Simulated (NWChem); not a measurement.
System: C4H4F2; SMILES C=C(F)/C=C\F

Input file for NWChem:

```
start job
memory heap 200 mb stack 900 mb global 1100 mb
geometry units angstroms noautosym nocenter noautoz
  C      0.331509     2.234875     0.000000
  C      0.006438     0.937253     0.000000
  F     -1.278692     0.580030     0.000000
  C      0.952527    -0.164906     0.000000
  C      0.681149    -1.475034     0.000000
  F     -0.536600    -1.986856     0.000000
  H     -0.447457     2.998146     0.000000
  H      1.377599     2.539524     0.000000
  H      2.009925     0.105904     0.000000
  H      1.461434    -2.242142     0.000000
end
basis spherical
  C library 6-31g*
  F library 6-31g*
  H library 6-31g*
end
dft
  xc b3lyp
  iterations 150
end
cosmo
  do_cosmo_smd true
  solvent thf
end
task dft energy
```

Geometry: optimised at PBE0/def2-SVP. Solvent: tetrahydrofuran.

Level: B3LYP/6-31G* with SMD (1 M gas to 1 M solution), gas-phase geometry.

Problem. Give the results of this calculation. (B3LYP/6-31G* (spherical d), SMD on the gas-phase geometry.) Quantities: solvation free energy (kcal/mol); cavity-dispersion-structure term (kcal/mol); dipole in solution (D).

Solution. 
```yaml
solvation free energy (kcal/mol): -2.7
cavity-dispersion-structure term (kcal/mol): 1.0
dipole in solution (D): 2.79
```
